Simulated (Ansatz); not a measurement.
BBr3, SMILES BrB(Br)Br.

Geometry: r2SCAN-D4/def2-SVP. The isomer is the one that the SMILES or the coordinates give; other isomers of the formula were not compared.

Two levels are set side by side: PBE/def2-SVPD (Ansatz, a quantum-chemistry and plane-wave program) and PBE0/def2-SVPD (Ansatz). Energy differences of separate SCF runs at the same geometry; the states with an electron removed or added have multiplicity 2 and 2. Differences are taken from unrounded values.

```tsv
quantity	PBE0	PBE	PBE minus PBE0
vertical ionisation energy (eV)	10.35	9.86	-0.49
vertical electron affinity (eV)	0.59	0.49	-0.10
vertical singlet–triplet gap (eV)	4.40	4.06	-0.34
```
